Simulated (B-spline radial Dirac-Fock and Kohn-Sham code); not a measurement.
## Cs⁶⁺: L2-M45M45 lines in intermediate coupling

System: the Cs⁶⁺ ion, 1s2 2s2 2p6 3s2 3p6 3d10 4s2 4p6 4d10 5s2 5p1.

Calculated with a B-spline atomic structure program, using Dirac-Fock energy differences between relaxed states, corrected for Breit and QED terms. The two-hole levels come from diagonalising the Coulomb interaction among the jj configurations; intensities are independent-particle Coulomb rates. Kinetic energies are from the vacuum level. The model has no electron correlation. Open outer shells are spectators and are not coupled to the holes.

```
kinetic energy (eV)  J  leading jj holes (weight)  leading LS term (weight)  intensity (%)
             3722.0  0                M4M4 (0.89)                ¹S0 (0.73)            2.4
             3739.4  2                M4M4 (0.92)                ¹D2 (0.45)           16.1
             3746.8  4                M4M5 (0.96)                ¹G4 (0.94)           68.0
             3748.2  1                M4M5 (1.00)                ³P1 (1.00)            1.1
             3751.6  2                M4M5 (0.90)                ³P2 (0.53)            2.1
             3753.8  0                M5M5 (0.89)                ³P0 (0.73)            0.0
             3757.4  3                M4M5 (1.00)                ³F3 (1.00)            8.4
             3764.3  2                M5M5 (0.97)                ¹D2 (0.51)            1.2
             3770.3  4                M5M5 (0.96)                ³F4 (0.94)            0.6
```

The strongest line, by its leading LS label ¹G4, lies at 3746.8 eV. The mean weight of the leading component is 0.94 in jj and 0.76 in LS coupling, so jj labels describe these levels better.

Run: 32 s of CPU time on 1 thread of Intel(R) Xeon(R) 6975P-C (shared host), peak memory 0.47 GiB.
